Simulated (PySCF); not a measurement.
## Electron correlation in S²⁺ (sulfur, charge +2)

[Ne] 3s2 3p2, high-spin 3P determinant. Calculation: PySCF 2.14, in Sapporo-DZP-2012 (5s4p2d, 27 functions); scalar relativity by spin-free X2C-1e. Frozen: [Ne]; 4 electrons correlated.

MP2 pair energies summed by pair of shells (mhartree):

```json
{"pair": "3s-3p", "energy": "-32.56", "share (%)": "61.5"}
{"pair": "3s-3s", "energy": "-14.55", "share (%)": "27.5"}
{"pair": "3p-3p", "energy": "-5.79", "share (%)": "10.9"}
```

Total MP2 correlation energy: -52.91 mhartree.

Same-spin part -8.64 and opposite-spin part -44.27 mhartree; SCS-MP2 scales them by 1/3 and 6/5 to -56.01 mhartree.

| level | correlation energy (mhartree) |
| --- | --- |
| CCSD | -76.08 |
| (T) | -0.90 |
| CCSD(T) | -76.98 |

Diagnostics: T1 = 0.0079, D1 = 0.0221, largest double amplitude 0.107.

Q: Is a single reference adequate?

A: Mostly. T1 lies below 0.03, but a double amplitude of this size points to a near-degeneracy that CCSD handles and MP2 describes poorly.
